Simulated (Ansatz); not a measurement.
Molecule: diaminoboranylethane, C2H9BN2, charge 0, multiplicity 1. 
Coordinates optimised at B3LYP-D3(BJ)/def2-TZVP (Ansatz, a program for electronic structure):
```
B
N 1 1.4164
H 2 1.0036 1 122.41
H 2 1.0053 3 113.44 1 -180.00
N 1 1.4197 2 120.38 3 180.00
H 5 1.0040 1 122.26 2 180.00
H 5 1.0052 6 113.37 1 180.00
C 1 1.5903 2 120.67 3 0.00
H 8 1.0966 1 108.27 2 123.44
H 8 1.0966 9 104.82 1 -115.40
C 8 1.5311 9 109.18 10 -116.87
H 11 1.0920 8 111.95 9 57.03
H 11 1.0932 12 107.14 8 -122.42
H 11 1.0932 12 107.14 13 -115.17
```

Basis-set convergence of Hartree-Fock and CCSD correlation energies (hartree) with Ansatz. Correlated levels leave the core frozen unless marked. Spin-orbit coupling is left out. No relativistic terms.

```
basis    functions       E(HF)  E(corr, CCSD)
-------  ---------  ----------  -------------
cc-pVDZ        115  -214.67137       -0.77411
cc-pVTZ        276  -214.73928       -0.93136
cc-pVQZ        545  -214.75489       -0.97937
```

Extrapolating the two largest sets (X = 3 and 4) as X^-3: E(corr) = (64·(-0.97937) - 27·(-0.93136))/37 = -1.0144 Eh, an estimate of the basis-set limit. The largest set recovers 96.5 % of it, the smallest 76.3 %.
